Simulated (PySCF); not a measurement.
From a computed spectrum to the compound

A species of 7 atoms with charge 0 has these harmonic modes (BP86, small Gaussian bases with core potentials, PySCF 2.14.0):

| cm⁻¹ | km/mol |
| --- | --- |
| 27 | 15.8 |
| 62 | 3.6 |
| 62 | 3.6 |
| 157 | 47.5 |
| 196 | 0.0 |
| 196 | 0.0 |
| 289 | 0.0 |
| 310 | 45.8 |
| 310 | 45.8 |
| 364 | 0.0 |
| 424 | 28.7 |
| 424 | 28.7 |
| 2577 | 2.6 |
| 2577 | 2.6 |
| 2577 | 0.0 |

Problem. Which species is it, and in which structure?

Solution. Lu(SH)3 (singlet in the valence; each metal's 4f electrons, 14 of them, lie in its core potential, out of spins and levels):
```xyz
7

Lu    0.0000    0.0000   -0.0053
S     2.4966   -0.4310    0.0096
H     2.7866    0.9057   -0.0001
S    -0.8751    2.3776    0.0096
H    -2.1777    1.9604   -0.0001
S    -1.6215   -1.9466    0.0096
H    -0.6089   -2.8661   -0.0001
```
Ideal gas at 298.15 K and 1 bar: S = 413.7 J/(mol K), Cp = 120.7 J/(mol K), H − H(0 K) = 26.8 kJ/mol (rigid rotor, harmonic modes, spin degeneracy alone, that of the 4f electrons in the core included; the modes under 60 cm⁻¹ make these uncertain). The run didn't use the full symmetry, so degenerate modes split by noise. An lcecp potential fixes the number of 4f electrons, so in runs with it no electron can move into or out of that shell.
 Other answers can fit too; this one was computed.
